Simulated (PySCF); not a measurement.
These 5 structures share the formula C7H13B. Method used: PBE0-D3(BJ)/def2-SVP geometry optimisation, gas phase in PySCF 2.14.0. One conformer each; no zero-point energy, no entropy. No frequencies were run at this level. Point groups hold within 0.08 Å.

Question: Rank from lowest to highest electronic energy at this level (kcal/mol).
A. `[CH2:1]=[CH:2][C@H:3]1[CH2:4][BH:5][CH2:6][CH2:7][CH2:8]1` with C1–C2–C3–C4 -123°, C2–C3–C4–B5 167°, C3–C4–B5–C6 -19°, C4–B5–C6–C7 19°, B5–C6–C7–C8 -39°
B. `[BH2:1][C@@H:2]1[CH2:3][CH2:4][CH2:5][C:6](=[CH2:7])[CH2:8]1` with H–B1–C2–C3 96° and -79°, B1–C2–C3–C4 180°, C2–C3–C4–C5 56°, C3–C4–C5–C6 -53°, C4–C5–C6–C7 -126°
C. `[CH2:1]=[C:2]1[CH2:3][CH2:4][C@H:5]1[B:6]([CH3:7])[CH3:8]` with C4–C5–B6–C7 -170°, C1–C2–C3–C4 -171°, C2–C3–C4–C5 -8°, C3–C4–C5–B6 -92°, C1–C2–C5–C4 171°
D. `CB(C)C=C1CCC1`
E. `[CH2:1]=[CH:2][C:3](=[CH2:4])[CH2:5][B:6]([CH3:7])[CH3:8]` with C1–C2–C3–C4 -179°, C2–C3–C5–B6 -71°, C3–C5–B6–C7 -25°

Answer: A (0.0), D (3.9), E (4.8), C (7.6), B (9.5).

Neighbours under 2.5 kcal/mol apart (CB(C)C=C1CCC1 and C=CC(=C)CB(C)C; C=C1CC[C@H]1B(C)C and B[C@@H]1CCCC(=C)C1) can change places with a better method, another conformer or zero-point energy.

```
            SMILES      E (Eh)  E rel (kcal/mol)  dipole (D)  point group      A, B, C (MHz)
   C=C[C@H]1CBCCC1  -298.82918               0.0        0.32           C1   3920, 1416, 1127
     CB(C)C=C1CCC1  -298.82303               3.9        1.37            –  4480, 1075, 891.3
    C=CC(=C)CB(C)C  -298.82158               4.8        0.44           C1   2617, 1368, 1175
 C=C1CC[C@H]1B(C)C  -298.81702               7.6        0.42           C1   2642, 1729, 1346
B[C@@H]1CCCC(=C)C1  -298.81411               9.5        0.75           C1   3178, 1753, 1244
```

How do the relative energies change in single points at PBE0/pcSseg-1 (no added dispersion term) on the same geometries?

```csv
SMILES,PBE0-D3(BJ)/def2-SVP (kcal/mol),PBE0/pcSseg-1 (kcal/mol),shift
C=C[C@H]1CBCCC1,0.0,0.0,0.0
CB(C)C=C1CCC1,3.9,2.9,-1.0
C=CC(=C)CB(C)C,4.8,2.8,-2.0
C=C1CC[C@H]1B(C)C,7.6,7.5,-0.1
B[C@@H]1CCCC(=C)C1,9.5,9.9,+0.4
```

Each column counts from its own lowest isomer. The lowest isomer stays, but the order above it changes; the largest shift is 2.0 kcal/mol.
